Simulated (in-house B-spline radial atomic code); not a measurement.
## Cd2+: [Ar] 3d10 4s2 4p5 4d10 7s1 (an excited or competing configuration)

Computed with a radial B-spline atomic code at the basis-set limit: Dirac-Hartree-Fock, average of configuration, Fermi nucleus of rms radius 4.6087 fm.

Effective charges: Z_r = [3n² - l(l+1)]/(2<r>) from the radius, Z_e = n√(-2ε) from the energy, and Slater's rules. Values are occupation-weighted means over j. An effective charge above Z reflects the relativistic contraction of the inner shells.

```
shell  electrons   ε (eV)  <r> (bohr)    Z_r    Z_e  Slater
   1s          2   -26904     0.03039  49.36  44.47   47.70
   2s          2  -4111.9      0.1311  45.78  34.77   43.85
   2p          6  -3689.7      0.1147  43.58  32.94   43.85
   3s          2  -832.89      0.3561  37.92  23.47   36.75
   3p          6  -690.26      0.3555  35.16  21.37   36.75
   3d         10  -466.38      0.3334  31.50  17.56   26.85
   4s          2  -160.63        0.88  27.27  13.74   20.60
   4p          5  -118.13      0.9529  24.14  11.79   20.60
   4d         10  -50.904       1.185  17.73   7.74    9.85
   7s          1   -6.822       9.051   8.12   4.96    3.00
```

The least bound orbital is 7s1/2 at -6.822 eV, and it is also the most diffuse (<r> = 9.051 bohr). The part-filled 4p shell lies below the filled 4d shell in orbital energy.

Spin-orbit splittings of the orbital energies (j = l + 1/2 above j = l - 1/2 when positive): 2p 193.4 eV, 3p 35.62 eV, 3d 7.14 eV, 4p 6.174 eV, 4d 0.8545 eV.

For the 1s electron the small component carries 3.1 % of the norm, the zero-frequency Breit interaction raises the level by 59.34 eV, self-energy by 33.35 eV, and vacuum polarisation lowers it by 4.252 eV.

The density falls to 0.001 bohr⁻³ at 3.03 bohr; Σ<r²> = 117.42 bohr² gives, by the non-relativistic formula and without the paramagnetism of open shells, a Langevin diamagnetic susceptibility of -92.99×10⁻⁶ cm³/mol.
